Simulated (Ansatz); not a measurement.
Ideal-gas functions of FH₃O₃Zr (`[OH][Zr]([OH])([OH])[F]`) at 600 K and 1 bar, from an Ansatz frequency run at PBE0-D4/def2-TZVP.

Molar mass 161.24 g/mol, point group C3 (symmetry number 3), electronic degeneracy 1, moments of inertia 180.377, 181.4, 181.447 u Å². Harmonic wavenumbers (cm⁻¹, unscaled): 78, 161, 161, 163, 176, 176, 192, 192, 253, 253, 276, 643, 712, 712, 723, 4012, 4012, 4017.

Use S(trans) = R[1.5 ln M + 2.5 ln T − 1.1517]; rotational temperatures θ = 24.2544 K / I; S(rot) = R[ln(√π/σ · √(T³/θAθBθC)) + 1.5]; for each mode x = 1.438777 ν̃/T, S = R[x/(eˣ − 1) − ln(1 − e⁻ˣ)] and H = RT x/(eˣ − 1); 1 cm⁻¹ = 0.0119627 kJ/mol; R = 8.31446 J/(mol·K).

Question: By hand: the entropy, in J/(mol·K).

Answer: Translation 186.8. Rotation: θ = 0.1345, 0.1337, 0.1337 K, giving 112.9. Vibration, mode by mode: 22.27, 16.28, 16.28, 16.18, 15.55, 15.55, 14.84, 14.84, 12.60, 12.60, 11.90, 5.49, 4.81, 4.81, 4.71, 0.01, 0.01, 0.01, in all 188.7. Electronic 0.0. Sum 488.4 J/(mol·K).

Question: By hand: H − E and G − E in kJ/mol, counted from the electronic energy.

Answer: Zero-point energy ½ × 16912 × 0.0119627 = 101.2; thermal vibration 51.2; translation, rotation and pV give 4 RT = 20.0. H − E = 172.4 kJ/mol, and G − E = 172.4 − 600 × 488.4/1000 = -120.6 kJ/mol.

Vibration gives 39 % of the entropy, 22.3 J/(mol·K) of it from the mode under 150 cm⁻¹: soft modes count most, and the harmonic formula is weakest for them. The sum counts one conformer and one mirror image; others add a mixing term.
